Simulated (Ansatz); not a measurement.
Molecule: CH7ClFNSi2, net charge 0, singlet state. 
Geometry from a B3LYP-D3(BJ)/def2-TZVP (Ansatz, a quantum-chemistry and plane-wave program) optimisation:
```
N
H 1 1.0118
Si 1 1.7047 2 114.43
F 3 1.6019 1 111.23 2 -94.28
Si 1 1.7363 2 115.82 3 -174.59
H 5 1.4785 1 107.04 2 174.75
H 5 1.4812 6 109.63 1 120.95
H 5 1.4820 6 109.39 7 118.27
C 3 1.8457 4 107.51 1 125.32
H 9 1.0905 3 110.66 4 176.46
H 9 1.0907 10 108.57 3 121.08
H 9 1.0914 10 108.49 11 117.31
Cl 3 2.0624 4 105.64 1 -115.79
```
Charge 0, spin multiplicity 1.

Property: vertical ionisation energy (to the doublet state of charge +1; each state is the SCF solution reached for its spin), in eV. Valence correlation only, unless marked. Open shells are spin-unrestricted. No spin-orbit coupling. Non-relativistic. Basis-set limits of correlation are two-point, X^-3; Hartree-Fock from the larger set. The bracket is a focal-point correction in the basis named.

```tsv
level	program	vertical ionisation energy (eV)	minus last row
HF/aug-cc-pV(D+d)Z	Ansatz	9.18	-1.31
HF/aug-cc-pV(Q+d)Z	Ansatz	9.19	-1.30
PBE/def2-TZVPD	Ansatz	9.63	-0.86
PBE0/def2-TZVPD	Ansatz	10.02	-0.47
BHLYP/def2-TZVPD	Ansatz	10.12	-0.37
CAM-B3LYP/def2-TZVPD	Ansatz	10.25	-0.24
wB97M-V/def2-TZVPD	Ansatz	10.29	-0.20
wB97X-V/def2-TZVPD	Ansatz	10.31	-0.18
B2PLYP/def2-TZVPD	Ansatz	10.22	-0.27
MP2/aug-cc-pV(D+d)Z	Ansatz	10.53	0.04
MP2/aug-cc-pV(T+d)Z	Ansatz	10.69	0.20
RI-MP2/aug-cc-pV(T+d)Z	Ansatz	10.69	0.20
RI-MP2/aug-cc-pV(Q+d)Z	Ansatz	10.76	0.27
RI-MP2/CBS(aug-cc-pV(T+d)Z,aug-cc-pV(Q+d)Z)	Ansatz	10.80	0.31
SCS-MP2/aug-cc-pV(D+d)Z	Ansatz	10.45	-0.04
SCS-MP2/aug-cc-pV(T+d)Z	Ansatz	10.61	0.12
CCSD/aug-cc-pV(D+d)Z	Ansatz	10.20	-0.29
CCSD(T)/aug-cc-pV(D+d)Z	Ansatz	10.23	-0.26
CCSD(T)/aug-cc-pV(T+d)Z	Ansatz	10.38	-0.11
RI-MP2/CBS(aug-cc-pV(T+d)Z,aug-cc-pV(Q+d)Z)+[CCSD(T)-MP2]/aug-cc-pV(D+d)Z	Ansatz	10.50	0.01
RI-MP2/CBS(aug-cc-pV(T+d)Z,aug-cc-pV(Q+d)Z)+[CCSD(T)-MP2]/aug-cc-pV(T+d)Z	Ansatz	10.49	0.00
```
